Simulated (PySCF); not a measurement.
CH4Cl2OSi2. Atoms are numbered in the order given.

```xyz
10

Cl     1.4984     0.1124     1.6725
Si     0.2951    -0.0152     0.0000
Cl     1.4984     0.1124    -1.6725
C     -0.9233    -1.4969     0.0000
O     -2.1560    -0.7678     0.0000
Si    -1.8465     0.9014     0.0000
H     -0.8487    -2.1389    -0.8943
H     -0.8487    -2.1389     0.8943
H     -2.3700     1.5876     1.2167
H     -2.3700     1.5876    -1.2167
```
Charge 0, spin multiplicity 1.

Geometry: PBE0-D3(BJ)/def2-SVP. The structure was generated by enumeration, and PubChem lists no compound with its InChIKey, so it may never have been made.

The numbers are results of M06-2X/def2-TZVP run with PySCF, not measurements.

Symmetry labels are those of the subgroup Cs that the program uses (full group Cs).

Computed valence orbital energies around the gap with their symmetry:
| orbital | symmetry | energy (eV) |
|---|---|---|
| HOMO−7 | A' | -11.91 |
| HOMO−6 | A" | -11.90 |
| HOMO−5 | A' | -11.76 |
| HOMO−4 | A" | -11.03 |
| HOMO−3 | A" | -10.72 |
| HOMO−2 | A" | -9.94 |
| HOMO−1 | A' | -9.80 |
| HOMO | A' | -8.93 |
| LUMO | A' | -0.02 |
| LUMO+1 | A" | 0.24 |
| LUMO+2 | A' | 0.52 |
| LUMO+3 | A' | 1.30 |
